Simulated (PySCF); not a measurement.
Compound: C7H8O.
Atom-mapped SMILES: `[CH:1]#[C:2]/[C:3](=[CH:4]/[CH:5]=[CH2:6])[O:7][CH3:8]` (hydrogens: H9 on C1; H10 on C4; H11 on C5; H12, H13 on C6; H14, H15, H16 on C8)

Method: PBE0-D3(BJ)/def2-SVP geometry optimisation, gas phase (PySCF 2.14.0).

Question: List the bond lengths, angles and torsions at this level.

Answer: 
```
                  bond  length (Å)
                 C1≡C2       1.215
                 C2–C3       1.428
                 C3=C4       1.359
                 C4–C5       1.442
                 C5=C6       1.344
                 C3–O7       1.353
                 O7–C8       1.405
                 C1–H9       1.074
                C4–H10       1.092
                C5–H11       1.094
                C6–H12       1.094
                C6–H13       1.092
C8–H14, C8–H15, C8–H16       1.101
```

Bonds in one row agree within 0.01 Å and their mean is given. A selection of angles:
```
     angle  degrees
  C2–C1–H9    179.7
  C1–C2–C3    179.8
  C2–C3–C4    121.2
  C2–C3–O7    119.2
  C4–C3–O7    119.6
  C3–C4–C5    123.8
 C3–C4–H10    117.1
 C5–C4–H10    119.1
  C4–C5–C6    123.9
 C4–C5–H11    116.3
 C6–C5–H11    119.7
 C5–C6–H12    121.3
 C5–C6–H13    121.4
H12–C6–H13    117.3
  C3–O7–C8    119.2
 O7–C8–H14    106.3
 O7–C8–H15    111.8
H14–C8–H15    109.1
```

Dihedral angles: C2–C3–C4–C5 180° (antiperiplanar); C3–C4–C5–C6 180° (antiperiplanar); C2–C3–O7–C8 0° (synperiplanar).

Of the pairs four or more bonds apart, O7···H11 is among the closest relative to their van der Waals radii: 2.48 Å, 91 % of the sum of Bondi's values. The C–C distances run from 1.215 Å (C1≡C2, drawn triple) to 1.442 Å (C4–C5, drawn single), a spread of 0.227 Å. The 8 heavy atoms lie in one plane (0.001 Å rms). The 2 C–O bonds span 1.353 Å (C3–O7, drawn single) to 1.405 Å (O7–C8, drawn single), a spread of 0.052 Å.

Point group: Cs (every atom within 0.08 Å of its image). No frequency check. One conformer, not necessarily the lowest.

Hardware: one thread, Arm Neoverse V2 (aarch64), on a shared host. Cost: 28 s, 0.67 GiB resident at most. These figures are those of the optimisation.
